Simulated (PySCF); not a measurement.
Isomers of C8H14Si, from PBE0-D3(BJ)/def2-SVP geometry optimisation, gas phase in PySCF 2.14.0. One conformer each, no zero-point energy, no frequencies.

Question: Which is lower in electronic energy at this level?
A. `[CH:1]1=[CH:2][CH2:3][SiH:4]([CH:5]2[CH2:6][CH2:7][CH2:8]2)[CH2:9]1` with C3–Si4–C5–C6 177°, C1–C2–C3–Si4 10°, C2–C3–Si4–C5 103°, Si4–C5–C6–C7 -100°, C5–C6–C7–C8 -17°: A = 3160, B = 842.8, C = 746.6 MHz, dipole 0.49 D
B. `C=C[Si](C=C)(C=C)CC` (SiEt(vinyl)3): A = 1360, B = 1139, C = 860.1 MHz, dipole 0.21 D

Answer: A. That is `C1=CC[SiH](C2CCC2)C1`, 22.7 kcal/mol below the other.

```csv
SMILES,mapped SMILES,E (Eh),relative (kcal/mol),relative (kJ/mol),dipole (D)
C1=CC[SiH](C2CCC2)C1,[CH:1]1=[CH:2][CH2:3][SiH:4]([CH:5]2[CH2:6][CH2:7][CH2:8]2)[CH2:9]1,-601.94635,0.0,0.0,0.49
C=C[Si](C=C)(C=C)CC,–,-601.91016,22.7,95.0,0.21
```
